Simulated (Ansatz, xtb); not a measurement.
## Two isomers of C5H11Ga

We compare X, `[CH3][GaH][CH]=C(C)C`, a singlet, with Y, `C=C(C)[CH2][GaH][CH3]`, a singlet. Both are isolated molecules in the gas phase, relaxed with r2SCAN-D4/def2-SVP; the shapes shown needn't be the lowest conformers.

X (Å):

```xyz
17

C     1.7271    2.6400    0.4838
C     0.8901   -0.6335   -0.3517
C     0.8239   -1.2261    0.8679
C     0.4833   -2.6826    1.0315
C     1.0777   -0.5092    2.1640
Ga    1.3042    1.2126   -0.8089
H     2.6162    2.3795    1.0834
H     1.9232    3.5988   -0.0192
H     0.8970    2.7890    1.1951
H     1.2919    1.5542   -2.3452
H     0.6762   -1.2991   -1.2025
H     1.2960   -3.2170    1.5552
H     0.3041   -3.1778    0.0669
H    -0.4159   -2.8044    1.6614
H     1.9051   -0.9889    2.7164
H     0.1938   -0.5766    2.8229
H     1.3240    0.5503    2.0211
```

Y (Å):

| atom | x (Å) | y (Å) | z (Å) |
| --- | --- | --- | --- |
| C | -1.3334 | 0.9632 | -0.1715 |
| C | -0.3352 | 0.4793 | 0.5922 |
| C | 1.0443 | 1.0770 | 0.5535 |
| C | -0.4939 | -0.7078 | 1.4853 |
| C | 1.0022 | -2.3529 | -1.1329 |
| Ga | 0.2287 | -2.3741 | 0.6716 |
| H | -1.1735 | 1.8076 | -0.8486 |
| H | -2.3390 | 0.5306 | -0.1366 |
| H | 1.1150 | 1.9156 | -0.1539 |
| H | 1.7942 | 0.3174 | 0.2635 |
| H | 1.3419 | 1.4390 | 1.5535 |
| H | -1.5552 | -0.9151 | 1.7139 |
| H | 0.0121 | -0.5631 | 2.4584 |
| H | 0.1285 | -3.7098 | 1.4988 |
| H | 2.0957 | -2.4939 | -1.0742 |
| H | 0.8031 | -1.4041 | -1.6544 |
| H | 0.6109 | -3.1848 | -1.7408 |

Estimate E(Y) − E(X) at the level CCSD(T)/def2-SVP + ΔMP2/def2-TZVPP.

Too close to call at this level: CCSD(T)/def2-SVP + ΔMP2/def2-TZVPP gives E(Y) − E(X) = +7.23 kJ/mol.

How the difference moves with the method:

```json
{"level": "GFN2-xTB", "geometry": "GFN2-xTB", "E(Y) − E(X) (kJ/mol)": "+3.13", "departure from the last row (kJ/mol)": "−4.10", "job, with rough time for the two": "optimisation, 0.68 s"}
{"level": "HF/STO-3G", "geometry": "GFN2-xTB", "E(Y) − E(X) (kJ/mol)": "+38.81", "departure from the last row (kJ/mol)": "+31.58", "job, with rough time for the two": "single point, 1.8 s"}
{"level": "r2SCAN-D4/def2-SVP//GFN2-xTB", "geometry": "GFN2-xTB", "E(Y) − E(X) (kJ/mol)": "+10.42", "departure from the last row (kJ/mol)": "+3.19", "job, with rough time for the two": "single point, 4.9 s"}
{"level": "r2SCAN-D4/def2-SVP", "geometry": "r2SCAN-D4/def2-SVP", "E(Y) − E(X) (kJ/mol)": "+8.67", "departure from the last row (kJ/mol)": "+1.44", "job, with rough time for the two": "optimisation, 1.8 min"}
{"level": "HF/def2-SVP", "geometry": "r2SCAN-D4/def2-SVP", "E(Y) − E(X) (kJ/mol)": "+12.89", "departure from the last row (kJ/mol)": "+5.66", "job, with rough time for the two": "part of the CCSD(T) run"}
{"level": "MP2/def2-SVP", "geometry": "r2SCAN-D4/def2-SVP", "E(Y) − E(X) (kJ/mol)": "+9.39", "departure from the last row (kJ/mol)": "+2.16", "job, with rough time for the two": "part of the CCSD(T) run"}
{"level": "CCSD(T)/def2-SVP", "geometry": "r2SCAN-D4/def2-SVP", "E(Y) − E(X) (kJ/mol)": "+9.82", "departure from the last row (kJ/mol)": "+2.59", "job, with rough time for the two": "single point"}
{"level": "CCSD(T)/def2-SVP + ΔMP2/def2-TZVPP", "geometry": "r2SCAN-D4/def2-SVP", "E(Y) − E(X) (kJ/mol)": "+7.23", "departure from the last row (kJ/mol)": "", "job, with rough time for the two": "single point, 1.9 min"}
```

As drawn, both hold the same kinds of bond in the same numbers. Structure X has 3 methyl groups, Y 2.

The largest departure from CCSD(T)/def2-SVP + ΔMP2/def2-TZVPP is that of HF/STO-3G, 31.58 kJ/mol. The last row adds to CCSD(T) the change of the MP2 difference between the two basis sets, here −2.59 kJ/mol.

With thermal terms from frequencies at re-optimised GFN2-xTB minima (ideal gas, soft modes damped towards free rotors, one conformer each, 298.15 K, 1 atm): on the last row, ΔE + ΔZPE = +4.79, ΔH = +4.05, ΔG = +5.52 kJ/mol.

The correlated steps freeze 14 core orbitals; the filled d shell of Ga is correlated, in a basis made for valence electrons. Run with Ansatz 0.2.0, xtb 6.7.1; the last row on 4 threads of Arm Neoverse V1 on a shared host.
